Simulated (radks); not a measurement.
Results of a calculation; reference values are marked as such.
Neutral hydrogen inside a hard spherical wall (all orbitals vanish at R), configuration held at 1s1 and not refilled when levels cross. Code: a radial shooting solver on a logarithmic mesh with Libxc functionals. Model: scalar-relativistic Kohn-Sham, r2SCAN, spin-polarised, spherical densities, finite nucleus; open shells are filled with parallel spins first; meta-GGA in the generalised Kohn-Sham scheme; Gaussian nuclear charge, rms radius 0.8783 fm. Eigenvalues in eV for spin up, with the zero of energy where the potential of the charges vanishes at infinity; a dash marks a level that is unbound or too diffuse for the functional's potential to be trusted. A positive occupied level is held by the wall or, in an anion where self-interaction has pushed it up, behind a barrier. The pressure on the wall is -dE/dV.

[
 {"R (bohr)": "free", "E (hartree)": "-0.50018", "kinetic (hartree)": "0.500", "e(1s)": "-8.026", "e(2s, empty)": "-", "e(2p, empty)": "-", "pressure (GPa)": "0"},
 {"R (bohr)": "20", "E (hartree)": "-0.50018", "kinetic (hartree)": "0.500", "e(1s)": "-8.026", "e(2s, empty)": "-", "e(2p, empty)": "-", "pressure (GPa)": "< 0.0001"},
 {"R (bohr)": "7", "E (hartree)": "-0.49997", "kinetic (hartree)": "0.502", "e(1s)": "-8.001", "e(2s, empty)": "4.399", "e(2p, empty)": "3.456", "pressure (GPa)": "0.0154"},
 {"R (bohr)": "5", "E (hartree)": "-0.49601", "kinetic (hartree)": "0.527", "e(1s)": "-7.710", "e(2s, empty)": "10.321", "e(2p, empty)": "6.543", "pressure (GPa)": "0.573"},
 {"R (bohr)": "4", "E (hartree)": "-0.48225", "kinetic (hartree)": "0.587", "e(1s)": "-6.961", "e(2s, empty)": "18.683", "e(2p, empty)": "10.807", "pressure (GPa)": "3.82"},
 {"R (bohr)": "3.5", "E (hartree)": "-0.46301", "kinetic (hartree)": "0.654", "e(1s)": "-6.075", "e(2s, empty)": "26.459", "e(2p, empty)": "14.752", "pressure (GPa)": "10.4"},
 {"R (bohr)": "3", "E (hartree)": "-0.42235", "kinetic (hartree)": "0.772", "e(1s)": "-4.402", "e(2s, empty)": "39.103", "e(2p, empty)": "21.160", "pressure (GPa)": "30.3"},
 {"R (bohr)": "1.5", "E (hartree)": "0.43770", "kinetic (hartree)": "2.345", "e(1s)": "23.868", "e(2s, empty)": "197.57", "e(2p, empty)": "101.65", "pressure (GPa)": "1930"}
]
